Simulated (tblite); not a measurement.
A geometry optimisation, step by step.

Compound: CH₉FGe₃S.
Bonds: C1–S2, S2–Ge3, Ge3–F4, Ge3–Ge5, Ge3–Ge6. Hydrogens: H7, H8, H9 on C1; H10, H11, H12 on Ge5; H13, H14, H15 on Ge6.

Computed with GFN2-xTB (tblite), gas phase: L-BFGS steps from a force-field or distance-geometry start until the largest atomic force falls under 0.01 eV/Å. 10 of its 209 geometries are shown.

Step 0: E = -559.3356 eV, largest atomic force 1.553 eV/Å
```
atom  x, y, z in Å  |  force x, y, z in eV/Å
C1      2.970   -0.422    0.018    0.797   0.142  -1.325
S2      1.367   -0.400    0.860    0.722  -0.404   0.756
Ge3    -0.203    0.074   -0.613   -0.767  -0.128   0.347
F4      0.455    0.270   -2.249    0.337   0.063  -0.447
Ge5    -1.851   -1.680   -0.519   -0.051  -0.485  -0.269
Ge6    -1.329    2.058    0.126    0.065   0.692   0.165
H7      2.946   -1.077   -0.881   -0.202   0.256   0.604
H8      3.155    0.607   -0.361    0.159  -0.628   0.471
H9      3.802   -0.793    0.654   -0.885   0.481  -0.134
H10    -3.177   -1.202   -1.190    0.447  -0.373   0.325
H11    -1.313   -2.948   -1.260   -0.517   0.355   0.417
H12    -2.100   -1.969    0.989   -0.028  -0.036  -0.689
H13    -2.796    1.809    0.545    0.467   0.098  -0.170
H14    -1.324    3.066   -1.038   -0.136  -0.008   0.541
H15    -0.606    2.615    1.392   -0.407  -0.026  -0.592
```

Step 23: E = -559.8142 eV, largest atomic force 0.203 eV/Å
```
atom  x, y, z in Å  |  force x, y, z in eV/Å
C1      2.976   -0.402   -0.074    0.114   0.011  -0.107
S2      1.495   -0.500    0.971   -0.130   0.007   0.064
Ge3    -0.205    0.043   -0.439    0.019  -0.039   0.198
F4      0.648    0.198   -2.043   -0.026   0.000  -0.049
Ge5    -1.861   -1.791   -0.549    0.008  -0.035  -0.055
Ge6    -1.274    2.209    0.109    0.036  -0.031  -0.032
H7      2.872   -1.062   -0.931   -0.012   0.043   0.009
H8      3.147    0.623   -0.394   -0.052  -0.019  -0.013
H9      3.801   -0.732    0.551   -0.025  -0.010   0.001
H10    -3.149   -1.375   -1.215    0.006   0.029   0.042
H11    -1.468   -3.062   -1.251    0.056   0.018   0.013
H12    -2.222   -2.191    0.859   -0.014   0.013  -0.056
H13    -2.698    1.911    0.482   -0.083  -0.040   0.022
H14    -1.373    3.281   -0.933    0.048   0.027  -0.084
H15    -0.694    2.858    1.330    0.057   0.026   0.048
```

Step 46: E = -559.8493 eV, largest atomic force 0.045 eV/Å
```
atom  x, y, z in Å  |  force x, y, z in eV/Å
C1      2.913   -0.374   -0.110    0.005   0.003   0.004
S2      1.546   -0.547    1.084   -0.022   0.009  -0.022
Ge3    -0.226   -0.001   -0.219   -0.018  -0.015  -0.032
F4      0.542    0.142   -1.877   -0.001   0.004   0.019
Ge5    -1.844   -1.828   -0.529    0.002  -0.011   0.026
Ge6    -1.226    2.223    0.143   -0.020   0.001   0.001
H7      2.736   -1.016   -0.967    0.009   0.008   0.007
H8      3.003    0.662   -0.419    0.002   0.000  -0.004
H9      3.808   -0.688    0.418    0.002   0.000   0.001
H10    -3.070   -1.354   -1.266    0.005  -0.014   0.020
H11    -1.319   -2.995   -1.314   -0.002  -0.007   0.008
H12    -2.329   -2.375    0.788   -0.002   0.000  -0.045
H13    -2.686    2.025    0.466    0.014   0.021   0.009
H14    -1.198    3.155   -1.035    0.019  -0.006  -0.001
H15    -0.657    2.980    1.310    0.006   0.006   0.009
```

Step 69: E = -559.8538 eV, largest atomic force 0.041 eV/Å
```
atom  x, y, z in Å  |  force x, y, z in eV/Å
C1      2.898   -0.349   -0.108   -0.017  -0.010   0.019
S2      1.522   -0.545    1.074    0.006  -0.003  -0.012
Ge3    -0.268   -0.014   -0.212   -0.004  -0.003  -0.010
F4      0.491    0.153   -1.868    0.006  -0.007  -0.007
Ge5    -1.849   -1.875   -0.534   -0.019  -0.006  -0.036
Ge6    -1.212    2.238    0.155    0.015   0.005  -0.006
H7      2.740   -0.993   -0.967   -0.020   0.013  -0.015
H8      2.979    0.689   -0.414   -0.010  -0.009   0.001
H9      3.790   -0.656    0.427    0.002   0.017   0.012
H10    -3.086   -1.432   -1.272    0.015   0.003   0.012
H11    -1.299   -3.027   -1.325    0.013   0.008   0.010
H12    -2.337   -2.448    0.767    0.001  -0.008   0.023
H13    -2.681    2.158    0.483    0.008  -0.008   0.003
H14    -1.108    3.139   -1.042    0.005   0.007   0.011
H15    -0.583    2.971    1.308    0.000   0.001  -0.006
```

Step 92: E = -559.8585 eV, largest atomic force 0.073 eV/Å
```
atom  x, y, z in Å  |  force x, y, z in eV/Å
C1      2.829   -0.300   -0.089    0.027   0.007  -0.019
S2      1.443   -0.631    1.047    0.019   0.001  -0.028
Ge3    -0.316   -0.037   -0.251    0.005   0.004   0.001
F4      0.455    0.100   -1.907   -0.003  -0.003   0.002
Ge5    -1.870   -1.919   -0.541    0.010  -0.022   0.013
Ge6    -1.135    2.261    0.141   -0.049  -0.045   0.015
H7      2.730   -0.912   -0.980   -0.014   0.008   0.016
H8      2.855    0.753   -0.353   -0.019   0.005   0.013
H9      3.730   -0.570    0.452    0.003  -0.005   0.017
H10    -3.133   -1.544   -1.268   -0.012   0.002   0.000
H11    -1.256   -3.046   -1.320   -0.008   0.005  -0.008
H12    -2.296   -2.504    0.777   -0.012   0.013  -0.006
H13    -2.605    2.245    0.493    0.070   0.019  -0.007
H14    -0.994    3.190   -1.029   -0.003   0.007  -0.019
H15    -0.441    2.923    1.300   -0.014   0.003   0.008
```

Step 116: E = -559.8732 eV, largest atomic force 0.565 eV/Å
```
atom  x, y, z in Å  |  force x, y, z in eV/Å
C1      2.716   -0.012    0.035   -0.176   0.030  -0.181
S2      1.399   -1.179    0.596    0.352   0.411  -0.161
Ge3    -0.371   -0.239   -0.430    0.005  -0.026  -0.003
F4      0.209   -0.053   -2.166   -0.001  -0.009   0.032
Ge5    -2.038   -2.027   -0.530   -0.003  -0.013   0.002
Ge6    -0.812    2.149    0.095    0.020  -0.004  -0.029
H7      2.990   -0.245   -1.003   -0.193   0.105   0.382
H8      2.355    1.024    0.121    0.094  -0.348  -0.058
H9      3.574   -0.156    0.683   -0.073  -0.047   0.018
H10    -3.368   -1.685   -1.146    0.001   0.033  -0.006
H11    -1.494   -3.196   -1.297   -0.035   0.002   0.016
H12    -2.332   -2.513    0.863   -0.020  -0.020  -0.015
H13    -2.253    2.353    0.485    0.021  -0.022  -0.012
H14    -0.561    3.059   -1.077   -0.009  -0.027   0.016
H15    -0.018    2.728    1.241    0.017  -0.063   0.001
```

Step 139: E = -559.9139 eV, largest atomic force 0.064 eV/Å
```
atom  x, y, z in Å  |  force x, y, z in eV/Å
C1      2.705    0.146    0.084    0.026   0.028  -0.007
S2      1.531   -1.181    0.503   -0.015  -0.023   0.024
Ge3    -0.320   -0.361   -0.471    0.011  -0.001  -0.026
F4      0.168   -0.208   -2.239    0.001  -0.020   0.015
Ge5    -2.104   -2.037   -0.506    0.013  -0.002   0.013
Ge6    -0.720    2.015    0.046    0.030  -0.023  -0.045
H7      2.966    0.084   -0.967   -0.012  -0.026  -0.057
H8      2.264    1.115    0.304    0.008   0.039   0.032
H9      3.589   -0.011    0.695   -0.024  -0.002   0.008
H10    -3.369   -1.488   -1.107   -0.006  -0.001  -0.018
H11    -1.734   -3.254   -1.297   -0.016  -0.002  -0.012
H12    -2.478   -2.508    0.872    0.016   0.012   0.002
H13    -2.149    2.234    0.450   -0.032   0.014   0.021
H14    -0.455    2.949   -1.099    0.009  -0.015   0.021
H15     0.102    2.513    1.205   -0.007   0.022   0.030
```

Step 162: E = -559.9195 eV, largest atomic force 0.017 eV/Å
```
atom  x, y, z in Å  |  force x, y, z in eV/Å
C1      2.700    0.158    0.060   -0.001  -0.003  -0.001
S2      1.535   -1.120    0.636   -0.004   0.006  -0.010
Ge3    -0.299   -0.377   -0.428    0.006  -0.006   0.002
F4      0.265   -0.281   -2.176    0.001   0.007   0.015
Ge5    -2.099   -2.033   -0.514    0.003  -0.004   0.004
Ge6    -0.737    2.001    0.053   -0.002   0.002  -0.001
H7      2.847    0.057   -1.011   -0.001   0.002   0.005
H8      2.317    1.149    0.301   -0.001   0.002   0.004
H9      3.634   -0.015    0.586   -0.005  -0.005  -0.007
H10    -3.340   -1.444   -1.130   -0.002  -0.005   0.003
H11    -1.749   -3.243   -1.326   -0.004   0.000  -0.001
H12    -2.500   -2.515    0.852    0.004   0.004  -0.003
H13    -2.177    2.221    0.426    0.000  -0.004  -0.003
H14    -0.451    2.934   -1.087    0.010   0.007  -0.002
H15     0.049    2.517    1.232   -0.005  -0.004  -0.003
```

Step 185: E = -559.9212 eV, largest atomic force 0.046 eV/Å
```
atom  x, y, z in Å  |  force x, y, z in eV/Å
C1      2.678    0.174    0.065    0.018   0.006   0.007
S2      1.533   -1.139    0.600   -0.008  -0.005   0.000
Ge3    -0.301   -0.384   -0.451   -0.001  -0.004   0.002
F4      0.267   -0.263   -2.194   -0.006  -0.009  -0.005
Ge5    -2.095   -2.046   -0.508    0.010   0.010   0.002
Ge6    -0.721    1.994    0.039   -0.024   0.017  -0.035
H7      2.782    0.145   -1.016    0.000   0.009   0.005
H8      2.309    1.147    0.391    0.001  -0.007  -0.010
H9      3.630   -0.037    0.539    0.013   0.001  -0.003
H10    -3.356   -1.455   -1.079   -0.007  -0.016  -0.001
H11    -1.780   -3.268   -1.316    0.001   0.014  -0.012
H12    -2.441   -2.513    0.876   -0.017  -0.006   0.015
H13    -2.178    2.251    0.315    0.013  -0.005  -0.006
H14    -0.328    2.934   -1.065    0.001  -0.012   0.021
H15    -0.004    2.469    1.276    0.005   0.007   0.020
```

Step 208: E = -559.9251 eV, largest atomic force 0.008 eV/Å
```
atom  x, y, z in Å  |  force x, y, z in eV/Å
C1      2.661    0.219    0.075    0.002   0.003  -0.002
S2      1.560   -1.170    0.507   -0.003   0.001  -0.002
Ge3    -0.314   -0.402   -0.461    0.002  -0.004  -0.004
F4      0.164   -0.295   -2.234    0.002  -0.001   0.005
Ge5    -2.103   -2.071   -0.459   -0.006   0.000   0.001
Ge6    -0.681    1.988    0.007   -0.003   0.005  -0.001
H7      2.652    0.369   -1.001    0.004  -0.004  -0.001
H8      2.342    1.121    0.594   -0.005  -0.002  -0.004
H9      3.655   -0.065    0.404   -0.001   0.004   0.001
H10    -3.397   -1.488   -0.962    0.002   0.002   0.003
H11    -1.805   -3.259   -1.323    0.002  -0.001  -0.002
H12    -2.390   -2.585    0.924    0.001   0.001   0.000
H13    -2.142    2.343   -0.004    0.000   0.000  -0.003
H14    -0.014    2.913   -0.970    0.002  -0.004   0.007
H15    -0.191    2.390    1.375    0.000  -0.001   0.001
```

**Question.** Summarise the path.

**Answer.** The energy falls by 56.88 kJ/mol from step 0 to step 208; nine tenths of that is first reached at step 102. It rises by more than 0.2 meV at steps 98, 104, 107, 110, 113, 116 and 119. The largest force goes from 1.553 to 0.008 eV/Å. Among the bonds Ge3–F4 changes most (a near tie, within 0.001 Å, with another), from 1.774 to 1.839 Å; the atoms move by 0.863 Å rms after alignment.

**Question.** Follow the three bonds and two angles with the largest change from start to end.

**Answer.** 
| step | E above end (kJ/mol) | largest force (eV/Å) | Ge3–F4 (Å) | Ge5–H11 (Å) | Ge3–Ge6 (Å) | Ge5–Ge3–Ge6 (°) | F4–Ge3–Ge6 (°) |
| --- | --- | --- | --- | --- | --- | --- | --- |
| 0 | 56.88 | 1.553 | 1.774 | 1.563 | 2.398 | 105.6 | 111.5 |
| 9 | 17.58 | 0.268 | 1.817 | 1.495 | 2.419 | 109.2 | 108.1 |
| 18 | 11.98 | 0.103 | 1.834 | 1.503 | 2.471 | 111.8 | 107.9 |
| 27 | 9.89 | 0.150 | 1.843 | 1.498 | 2.473 | 111.7 | 108.2 |
| 36 | 8.08 | 0.120 | 1.830 | 1.501 | 2.459 | 113.8 | 106.2 |
| 45 | 7.34 | 0.039 | 1.831 | 1.500 | 2.466 | 114.8 | 103.5 |
| 54 | 7.15 | 0.032 | 1.830 | 1.500 | 2.467 | 115.9 | 103.2 |
| 63 | 6.95 | 0.046 | 1.830 | 1.500 | 2.470 | 117.0 | 102.1 |
| 72 | 6.82 | 0.039 | 1.831 | 1.500 | 2.471 | 118.2 | 102.1 |
| 81 | 6.52 | 0.021 | 1.831 | 1.501 | 2.471 | 121.3 | 102.3 |
| 90 | 6.48 | 0.038 | 1.832 | 1.501 | 2.471 | 121.3 | 102.5 |
| 99 | 5.86 | 0.079 | 1.833 | 1.499 | 2.472 | 123.6 | 100.0 |
| 109 | 5.11 | 0.038 | 1.835 | 1.500 | 2.475 | 124.7 | 99.3 |
| 118 | 4.09 | 0.101 | 1.837 | 1.500 | 2.480 | 125.7 | 99.2 |
| 127 | 2.06 | 0.067 | 1.836 | 1.500 | 2.471 | 123.9 | 100.6 |
| 136 | 1.24 | 0.068 | 1.835 | 1.500 | 2.466 | 123.6 | 99.3 |
| 145 | 0.88 | 0.057 | 1.834 | 1.499 | 2.463 | 122.4 | 100.1 |
| 154 | 0.58 | 0.023 | 1.835 | 1.498 | 2.466 | 121.9 | 101.0 |
| 163 | 0.54 | 0.012 | 1.838 | 1.498 | 2.465 | 121.9 | 100.9 |
| 172 | 0.50 | 0.012 | 1.838 | 1.499 | 2.464 | 122.4 | 100.5 |
| 181 | 0.43 | 0.021 | 1.838 | 1.498 | 2.463 | 122.7 | 100.3 |
| 190 | 0.29 | 0.034 | 1.838 | 1.498 | 2.465 | 122.2 | 99.6 |
| 199 | 0.08 | 0.028 | 1.840 | 1.498 | 2.467 | 123.2 | 99.7 |
| 208 | 0.00 | 0.008 | 1.839 | 1.498 | 2.463 | 123.6 | 99.5 |

The cost below is that of the whole relaxation. On Intel Xeon at 2.70 GHz, one thread, on a shared host, this took 2.6 s of wall time.
